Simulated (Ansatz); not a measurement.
CH9FSi3 can be A, `FC([SiH3])[SiH2][SiH3]`, or B, `C[SiH2][SiH](F)[SiH3]`.

Program: Ansatz. Geometries: PBE0-D4/def2-TZVP. ΔE: electronic, gas phase. CBS: MP2 limit from def2 TZ/QZ plus the TZ coupled-cluster correction, frozen cores. Functionals use def2-TZVPP. B3LYP here is the variant with VWN-RPA as its local correlation; programs differ in this. One conformer a species, not always the lowest.

A:

Z-matrix (Å, degrees):
```
C
Si 1 1.894
Si 1 1.903 2 115.4
F 1 1.408 2 108.8 3 122.4
H 1 1.098 2 108.5 3 -121.3
H 2 1.485 1 109.8 3 -59.4
H 2 1.485 1 110.0 3 180.0
H 2 1.487 1 108.1 3 60.1
Si 3 2.341 1 111.8 2 63.1
H 3 1.489 1 109.0 2 -175.1
H 3 1.490 1 107.2 2 -57.9
H 9 1.486 3 110.5 1 55.3
H 9 1.487 3 110.6 1 -65.5
H 9 1.488 3 109.1 1 175.1
```

B:

```xyz
14

C     1.303    1.532   -1.820
Si    0.766    0.988   -0.108
Si   -0.729   -0.819   -0.180
F    -0.071   -2.022   -1.038
Si   -1.292   -1.608    1.955
H     1.796    0.711   -2.345
H     2.003    2.368   -1.758
H     0.443    1.848   -2.414
H     0.060    2.093    0.605
H     1.947    0.605    0.716
H    -1.977   -0.415   -0.892
H    -1.938   -0.494    2.703
H    -0.074   -2.035    2.694
H    -2.240   -2.752    1.883
```

Question: Which isomer does CCSD(T)/CBS put lower? Give the gap. (Estimate.)

Answer: Computed: B, by 59.4 kcal/mol.

Question: Give E(B) − E(A) in kcal/mol with B2PLYP, B3LYP-D4, PBE-D4, CCSD(T)/def2-TZVPP, r2SCAN-D4, B3LYP, ωB97M-V. (An estimate is asked.)

Answer: The calculation gave: B2PLYP -59.0, B3LYP-D4 -57.4, PBE-D4 -57.3, CCSD(T)/def2-TZVPP -58.2, r2SCAN-D4 -59.2, B3LYP -58.5, ωB97M-V -56.7. None reverses the order clearly.

Largest T1 diagnostic: 0.013.

From PBE to PBE0 (25 % exact exchange), in def2-TZVPP and without D4, E(B) − E(A) moves by −1.3 kcal/mol. The D4 term adds +1.1 kcal/mol with B3LYP and +0.6 kcal/mol with PBE0; it sums over pairs of atoms, weighted by their polarisabilities, and B3LYP, whose exchange is more repulsive, gets the larger term.
